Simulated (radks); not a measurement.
Values are calculated unless marked as measured or tabulated.
Neutral sulfur inside a hard spherical wall (all orbitals vanish at R), configuration held at [Ne] 3s2 3p4 and not refilled when levels cross. Level of theory: scalar-relativistic Kohn-Sham, r2SCAN, spin-polarised, spherical densities, finite nucleus; open shells are filled with parallel spins first; meta-GGA in the generalised Kohn-Sham scheme; Fermi nuclear charge, rms radius 3.2611 fm (a radial shooting solver on a logarithmic mesh with Libxc functionals). Eigenvalues in eV for spin up, with the zero of energy where the potential of the charges vanishes at infinity; a dash marks a level that is unbound or too diffuse for the functional's potential to be trusted. A positive occupied level is held by the wall or, in an anion where self-interaction has pushed it up, behind a barrier. The pressure on the wall is -dE/dV.

| R (bohr) | E (hartree) | kinetic (hartree) | e(2s) | e(2p) | e(3s) | e(3p) | e(4s, empty) | e(4p, empty) | pressure (GPa) |
|---|---|---|---|---|---|---|---|---|---|
| free | -399.21809 | 400.756 | -216.46 | -159.27 | -18.984 | -8.129 | - | - | 0 |
| 20 | -399.21809 | 400.756 | -216.46 | -159.27 | -18.984 | -8.129 | - | - | < 0.0001 |
| 15 | -399.21809 | 400.756 | -216.46 | -159.27 | -18.984 | -8.129 | - | - | < 0.0001 |
| 8 | -399.21764 | 400.761 | -216.42 | -159.23 | -18.951 | -8.098 | 1.888 | 4.390 | 0.0242 |
| 7 | -399.21613 | 400.774 | -216.32 | -159.13 | -18.876 | -8.024 | 2.995 | 6.239 | 0.140 |
| 5 | -399.17749 | 401.030 | -214.90 | -157.70 | -17.931 | -6.995 | 9.899 | 15.709 | 5.95 |
| 3 | -398.12608 | 405.429 | -200.52 | -143.22 | -7.763 | 5.045 | 58.876 | 69.217 | 505 |
| 2.5 | -396.51231 | 410.701 | -188.41 | -130.97 | 3.472 | 17.987 | 104.77 | 115.61 | 1910 |
| 2 | -392.01261 | 423.250 | -166.99 | -109.19 | 31.031 | 48.095 | 203.03 | 210.96 | 8740 |
| 1.5 | -377.31502 | 458.539 | -126.34 | -67.122 | 114.65 | 132.35 | 450.65 | 439.98 | 55500 |
